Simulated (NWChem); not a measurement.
System: GeSiNH7; SMILES [SiH3][NH][GeH3]

The following NWChem deck was run.

```
start job
memory heap 200 mb stack 900 mb global 1100 mb
geometry units angstroms noautosym nocenter noautoz
  Si     0.138790     2.061492    -0.010075
  N     -0.641573     0.529381     0.224785
  Ge     0.049678    -1.156136    -0.030856
  H     -0.824324     3.058549    -0.574503
  H      0.705117     2.665499     1.241254
  H      1.265697     1.849144    -0.967204
  H     -1.529623     0.544255     0.718831
  H     -1.096085    -2.083324    -0.479674
  H      0.679669    -1.731500     1.257617
  H      1.125547    -1.037149    -1.121760
end
basis spherical
  Si library def2-tzvp
  N library def2-tzvp
  Ge library def2-tzvp
  H library def2-tzvp
end
dft
  xc hfexch
  iterations 150
end
property
  efieldgrad
end
task dft property
```

NWChem printed, in part:

```
             Northwest Computational Chemistry Package (NWChem) 7.3.0
             --------------------------------------------------------

                             Geometry "geometry" -> ""
                             -------------------------

 Output coordinates in angstroms (scale by  1.889725989 to convert to a.u.)

  No.       Tag          Charge          X              Y              Z
 ---- ---------------- ---------- -------------- -------------- --------------
    1 Si                  14.0000     0.13879000     2.06149200    -0.01007500
    2 N                    7.0000    -0.64157300     0.52938100     0.22478500
    3 Ge                  32.0000     0.04967800    -1.15613600    -0.03085600
    4 H                    1.0000    -0.82432400     3.05854900    -0.57450300
    5 H                    1.0000     0.70511700     2.66549900     1.24125400
    6 H                    1.0000     1.26569700     1.84914400    -0.96720400
    7 H                    1.0000    -1.52962300     0.54425500     0.71883100
    8 H                    1.0000    -1.09608500    -2.08332400    -0.47967400
    9 H                    1.0000     0.67966900    -1.73150000     1.25761700
   10 H                    1.0000     1.12554700    -1.03714900    -1.12176000

 Effective nuclear repulsion energy (a.u.)     259.8223072114

  xc_inp: hfexch multiplicative factor not found.
                              NWChem Property Module
                              ----------------------

  itol2e modified to match energy
  convergence criterion.

                                 NWChem DFT Module
                                 -----------------

 Summary of "ao basis" -> "ao basis" (spherical)
 ------------------------------------------------------------------------------
       Tag                 Description            Shells   Functions and Types
 ---------------- ------------------------------  ------  ---------------------
 Si                        def2-tzvp                13       37   5s5p2d1f
 N                         def2-tzvp                11       31   5s3p2d1f
 Ge                        def2-tzvp                16       48   6s5p4d1f
 H                         def2-tzvp                 4        6   3s1p

  itol2e modified to match energy
  convergence criterion.

            General Information
            -------------------
          SCF calculation type: DFT
          Wavefunction type:  closed shell.
          No. of atoms     :    10
          No. of electrons :    60
           Alpha electrons :    30
            Beta electrons :    30
          Charge           :     0
          Spin multiplicity:     1
          Use of symmetry is: off; symmetry adaption is: off
          Maximum number of iterations: 150
          AO basis - number of functions:   158
                     number of shells:    68
          Convergence on energy requested:  1.00D-07
          Convergence on density requested:  1.00D-05
          Convergence on gradient requested:  5.00D-04

              XC Information
              --------------
                     Hartree-Fock (Exact) Exchange  1.000

      Superposition of Atomic Density Guess
      -------------------------------------

 Sum of atomic energies:       -2421.95168907

      Non-variational initial energy
      ------------------------------

 Total energy =   -2423.150755
 1-e energy   =   -3890.363331
 2-e energy   =    1207.390270
 HOMO         =      -0.316588
 LUMO         =       0.009293

[...]

          -----------------------
          Electric field gradient
          -----------------------

 1 a.u. = 0.324123 10**(16) esu/cm**3  ( or statvolts/cm**2 ) = 0.97174 10**(22) v/m**2

 ------------------------------------------------------------
   Atom      X         Y         Z
 ------------------------------------------------------------
    1 Si   0.26228   3.89566  -0.01904
 ------------------------------------------------------------

 Electric field gradient in molecular frame (a.u.)
         XX             YY             ZZ             XY             XZ             YZ
 ------------------------------------------------------------------------------------------
        0.025022      -0.048169       0.023148      -0.092322       0.034521       0.083643

 Principal components (a.u.) and orientation
 of principal axis w.r.t. absolute frame                      Asymmetry parameter eta
 --------------------------------------------------------------------------------------
       -0.155227       0.097123       0.058105                       0.251360

        0.474100       0.617293       0.627836
        0.758355      -0.648589       0.065039
       -0.447356      -0.445288       0.775623

 ------------------------------------------------------------
   Atom      X         Y         Z
 ------------------------------------------------------------
    2 N   -1.21240   1.00039   0.42478
 ------------------------------------------------------------

 Electric field gradient in molecular frame (a.u.)
         XX             YY             ZZ             XY             XZ             YZ
 ------------------------------------------------------------------------------------------
       -0.276487      -0.280644       0.557131       0.052753       0.539676      -0.032489

 Principal components (a.u.) and orientation
 of principal axis w.r.t. absolute frame                      Asymmetry parameter eta
 --------------------------------------------------------------------------------------
        0.822248      -0.555416      -0.266832                       0.350969

        0.440655       0.875359       0.198921
       -0.005366      -0.219022       0.975705
        0.897661      -0.431016      -0.091816

 ------------------------------------------------------------
   Atom      X         Y         Z
 ------------------------------------------------------------
    3 Ge   0.09388  -2.18478  -0.05831
 ------------------------------------------------------------

 Electric field gradient in molecular frame (a.u.)
         XX             YY             ZZ             XY             XZ             YZ
 ------------------------------------------------------------------------------------------
        0.249762      -0.548550       0.298788       0.387820       0.066486      -0.292716

 Principal components (a.u.) and orientation
 of principal axis w.r.t. absolute frame                      Asymmetry parameter eta
 --------------------------------------------------------------------------------------
       -0.786903       0.442201       0.344702                       0.123902

       -0.352777       0.686054       0.636300
        0.897793       0.439786       0.023579
        0.263660      -0.579584       0.771081

 ------------------------------------------------------------
   Atom      X         Y         Z
 ------------------------------------------------------------
    4 H   -1.55775   5.77982  -1.08565
 ------------------------------------------------------------

 Electric field gradient in molecular frame (a.u.)
         XX             YY             ZZ             XY             XZ             YZ
 ------------------------------------------------------------------------------------------
       -0.019162      -0.024724       0.043886       0.092794      -0.052410       0.055640

 Principal components (a.u.) and orientation
 of principal axis w.r.t. absolute frame                      Asymmetry parameter eta
 --------------------------------------------------------------------------------------
       -0.145606       0.074985       0.070620                       0.029976

       -0.644460      -0.072457       0.761197
        0.666893       0.433743       0.605905
       -0.374065       0.898119      -0.231209

 ------------------------------------------------------------
   Atom      X         Y         Z
 ------------------------------------------------------------
    5 H    1.33248   5.03706   2.34563
 ------------------------------------------------------------

 Electric field gradient in molecular frame (a.u.)
         XX             YY             ZZ             XY             XZ             YZ
 ------------------------------------------------------------------------------------------
        0.042323       0.036686      -0.079009      -0.033582      -0.067304      -0.071257

 Principal components (a.u.) and orientation
 of principal axis w.r.t. absolute frame                      Asymmetry parameter eta
 --------------------------------------------------------------------------------------
       -0.143398       0.073372       0.070025                       0.023341

        0.375344       0.840703       0.390302
        0.400708      -0.526886       0.749549
        0.835793      -0.124941      -0.534640

 ------------------------------------------------------------
   Atom      X         Y         Z
 ------------------------------------------------------------
    6 H    2.39182   3.49438  -1.82775
 ------------------------------------------------------------

 Electric field gradient in molecular frame (a.u.)
         XX             YY             ZZ             XY             XZ             YZ
 ------------------------------------------------------------------------------------------
       -0.051156       0.065862      -0.014706       0.023086       0.107787      -0.019720

[...]
```

Level: Hartree-Fock/def2-TZVP. All runs use the structure optimised with PBE0/def2-SVP. NWChem prints the field gradient with the sign opposite to the second derivative of the potential.
